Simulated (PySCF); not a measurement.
C₂H₉AsIn (SMILES [CH3][In+]([CH3])<-[AsH3]), charge +1, singlet, geometry from GFN2-xTB (such geometries of metal compounds can be far from the true shape) (all electrons, no relativity).

The PySCF input:
```python
from pyscf import gto, scf, dft

mol = gto.M(
    atom='''
In    0.014481    1.007418    0.390691
C     1.765547    1.721581   -0.864279
H     2.603607    1.059787   -0.646092
H     1.991096    2.751679   -0.590602
H     1.462318    1.645594   -1.908337
C    -1.727801    0.723352    1.817329
H    -2.598762    0.471843    1.212449
H    -1.880360    1.651993    2.366035
H    -1.461268   -0.094284    2.486848
As   -0.028756   -1.921173   -0.748905
H     0.488872   -3.079445    0.031212
H     0.672315   -2.377431   -1.980691
H    -1.264896   -2.664097   -1.119100
''',
    basis='sto-3g',
    charge=1,
    spin=0,
    verbose=4,
)

mf = dft.RKS(mol)
mf.xc = 'pbe'
mf.kernel()
```

**Question.** Predict the total energy from PBE/STO-3G in PySCF.

**Answer.** -7974.8533 Eh

**Question.** Give the number of basis functions at the level PBE/STO-3G.

**Answer.** 64

**Question.** Estimate the HOMO energy that PBE/STO-3G returns for this input.

**Answer.** -9.42 eV

**Question.** What Mulliken (on the basis functions themselves) charges in atom order does PBE/STO-3G give?

**Answer.** In1 0.81, C2 -0.35, H3 0.10, H4 0.11, H5 0.10, C6 -0.35, H7 0.10, H8 0.11, H9 0.10, As10 0.22, H11 0.02, H12 0.02, H13 0.02
